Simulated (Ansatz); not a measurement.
2 `[AlH2][Cl]` → `[AlH2-]1[Cl+][AlH2-][Cl+]1` at 700 K and 1 bar (dimerisation).

Program: Ansatz. Geometries: PBE0-D4/def2-TZVP. ΔE: electronic, gas phase. CBS: MP2 limit from def2 TZ/QZ plus the TZ coupled-cluster correction, frozen cores. This one scheme is used for every species.

| species | CCSD(T)/CBS energy (Eh) | H − E (kJ/mol) | S (J/(mol·K)) |
| --- | --- | --- | --- |
| `[AlH2][Cl]` | -703.04476 | 73.9 | 303.9 |
| `[AlH2-]1[Cl+][AlH2-][Cl+]1` | -1406.14023 | 160.3 | 458.2 |

H − E and S are ideal-gas, rigid-rotor, harmonic terms from PBE0-D4/def2-TZVP. 1 Eh = 2625.50 kJ/mol, R = 8.31446 J/(mol·K).

Task: By hand: ΔE, ΔH, ΔS and ΔG.

Result: ΔE = (-1406.14023) − 2 × (-703.04476) = -0.05071 Eh = -133.1 kJ/mol. Δ(H − E) = 160.3 − 2 × 73.9 = 12.5, so ΔH = -120.6 kJ/mol. ΔS = 458.2 − 2 × 303.9 = -149.6 J/(mol·K). ΔG = -120.6 − 700 × (-149.6)/1000 = -15.9 kJ/mol.

Task: By hand: the equilibrium constant, and the temperature at which ΔG would vanish if ΔH and ΔS stayed fixed.

Result: log₁₀ K = −ΔG/(RT ln 10) = 1.2. ΔG = 0 at ΔH/ΔS = 806 K.

The number of gas molecules changes by -1, which sets the sign of ΔS. A doubt of 5 kJ/mol in ΔE shifts log₁₀ K by 0.4 here. Modes under 60 cm⁻¹, often nearly free rotors, make the harmonic entropy too high. These are equilibria of isolated gas molecules and say nothing of rates. Largest T1 diagnostic: 0.008 (customary marks: 0.02 for closed shells, 0.045 for open ones).
